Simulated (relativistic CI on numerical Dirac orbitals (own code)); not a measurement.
Sensitivity of the levels of Au40+ to α and to the nuclear radius

Calculated at this level of theory: Dirac-Coulomb-Breit CI, separate exchange-only KLI orbitals for each configuration, derivatives by finite differences, unscaled Slater integrals, QED left out (own radial code, finite nucleus).

CI space (outside the closed core [Ar] 3d10): 4s²4p⁶4d³, 4s²4p⁶4d²4f, 4s²4p⁵4d⁴, 4s²4p⁶4d4f², 4s4p⁶4d⁴, 4p⁶4d⁵, 4s²4p⁶4d²5s, 4s²4p⁶4d4f5s. Levels of other configurations are missing.

With x = (α/α₀)² − 1 an excitation energy changes as ω = ω₀ + qx; K = 2q/ω₀ is the relative enhancement. Terms are leading LS components, so labels can repeat. The field-shift factor is F = δν/δ⟨r²⟩ for the transition from the lowest level.

Lowest level 4s²4p⁶4d³ ⁴F3/2.

```
           Level  ω₀ (cm⁻¹)  q (cm⁻¹)  F (GHz/fm²)
 4s²4p⁶4d³ ⁴F5/2     180693    212500         7.62
 4s²4p⁶4d³ ⁴P3/2     201703    208300         7.13
 4s²4p⁶4d³ ²G7/2     218615    216900          7.8
 4s²4p⁶4d³ ⁴P1/2     220323    210700         6.84
 4s²4p⁶4d³ ²H9/2     221949    210500         8.14
 4s²4p⁶4d³ ²D5/2     297928    226700         7.73
 4s²4p⁶4d³ ⁴F7/2     394242    420900         15.1
 4s²4p⁶4d³ ⁴F9/2     412342    426000         15.8
 4s²4p⁶4d³ ⁴P3/2     424383    424700         14.2
 4s²4p⁶4d³ ²P1/2     435394    425600         14.6
 4s²4p⁶4d³ ²D5/2     441756    415000         13.4
4s²4p⁶4d³ ²H11/2     449339    423600         16.3
 4s²4p⁶4d³ ²D5/2     470996    431400         14.2
 4s²4p⁶4d³ ²F7/2     476899    421900         14.6
 4s²4p⁶4d³ ²D3/2     539579    437200         15.9
 4s²4p⁶4d³ ²G9/2     622974    637300         22.8
 4s²4p⁶4d³ ²D3/2     668273    630200         21.3
 4s²4p⁶4d³ ²D5/2     703682    631100         22.5
4s²4p⁵4d⁴ ⁴P°3/2    1425038     81190         17.5
4s²4p⁵4d⁴ ⁶D°5/2    1573776    294700         24.8
4s²4p⁵4d⁴ ⁴P°1/2    1606826    296300         23.1
4s²4p⁵4d⁴ ⁶D°7/2    1609058    305300         25.4
4s²4p⁵4d⁴ ⁴F°9/2    1615787    295700         25.6
```

At this charge energies of transitions that change n are usually good to better than 1 %, and those within a shell (Δn = 0) to a few per cent. Terms inside the open d or f shell come out 10 to 20 % too wide with unscaled integrals.

Problem. Which transition from the lowest level has the largest |K|?

Solution. 4s²4p⁶4d³ ⁴F5/2 at 180693 cm⁻¹, K = 2.35.
